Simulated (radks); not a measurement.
Question: The mean radii <r> (bohr) of the occupied orbitals of an atom or ion are listed with their occupations. All-electron calculation, scalar-relativistic Kohn-Sham, B86b exchange with PBE correlation, spin-unpolarised, spherical densities, point nucleus. Program: a radial shooting solver on a logarithmic mesh with Libxc functionals.

orbital  occ.      <r>
1s          2  0.03428
2s          2   0.1496
2p          6   0.1304
3s          2   0.4153
3p          6   0.4163
3d         10   0.3990
4s          2    1.058
4p          6    1.171
4d          5    1.618

Name the element and its charge.

Answer: Z = 43, technetium, charge +2: Tc2+ in [Kr] 4d5. The 1s radius gives Z: for a bare nucleus <r> = (2 gamma + 1)/(2Z) with gamma = sqrt(1 - (Z/c)^2), 0.03371 bohr for Z = 43, and screening makes it slightly larger (0.03428 here). The occupations add up to 41, and the charge is Z minus that.
